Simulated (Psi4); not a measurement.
Approach curve of the dimer HF ··· H4Ge (SMILES F and [GeH4]). Monomers: optimised at B3LYP-D3(BJ) (def2-TZVP), held rigid. Orientation: lowest of the rigid-body minima from ten starts at GFN2-xTB. R is the distance of the centres of mass, along which the second monomer moves.

- SCS-MP2/aug-cc-pVTZ = DF-SCS-MP2/aug-cc-pVTZ, frozen core, counterpoise-corrected run with Psi4
- PBE/def2-TZVP, counterpoise-corrected (Psi4)
- SAPT0/jun-cc-pVDZ, frozen core (Psi4)

Interaction energies in kJ/mol:

| R / Å | SCS-MP2/aug-cc-pVTZ | PBE/def2-TZVP |
|---|---|---|
| 2.31 | 62.22 | 58.48 |
| 2.45 | 36.86 | 34.57 |
| 2.65 | 15.74 | 14.79 |
| 2.87 | 4.52 | 4.31 |
| 3.11 | -0.46 | -0.40 |
| 3.26 | -1.68 | -1.57 |
| 3.56 | -2.22 | -2.13 |
| 3.84 | -1.91 | -1.84 |
| 4.36 | -1.13 | -1.04 |
| 5.11 | -0.50 | -0.35 |
| 6.10 | -0.19 | -0.10 |
| 7.38 | -0.07 | -0.03 |

Predict the corresponding SAPT0/jun-cc-pVDZ column.

2.31: 60.34; 2.45: 35.64; 2.65: 15.16; 2.87: 4.29; 3.11: -0.53; 3.26: -1.70; 3.56: -2.21; 3.84: -1.89; 4.36: -1.14; 5.11: -0.51; 6.10: -0.20; 7.38: -0.08 (kJ/mol).
